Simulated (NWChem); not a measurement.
# SnHI, singlet; SMILES [SnH][I]

```xyz
3

Sn     0.0008     1.4198     0.0000
H      1.7834     1.5126     0.0000
I      0.0205    -1.3236     0.0000
```
Atoms are numbered in this order, from 1.

Level: PBE0/def2-SVP with def2 effective core potentials on Sn, I (NWChem), optimised geometry, unscaled harmonic frequencies. Low-valent species are run as closed-shell singlets; no triplet was tried in these runs. def2 effective core potentials on Sn, I; no spin-orbit coupling.

### Question
List the harmonic frequencies with IR intensities, and the thermochemistry.

### Answer
| frequency (cm⁻¹) | IR intensity (km/mol) |
|---|---|
| 196 | 22.6 |
| 557 | 29.7 |
| 1726 | 406.6 |

The zero-point energy comes out as 3.5 kcal/mol and the thermal correction to the enthalpy at 298.15 K (with zero-point energy) is 6.4 kcal/mol. The heat capacity Cv is 9.0 cal/(mol K). The entropy at 298.15 K and 1 atm (symmetry number 1) comes out as 70.0 cal/(mol K).

Rigid rotor and harmonic oscillator.
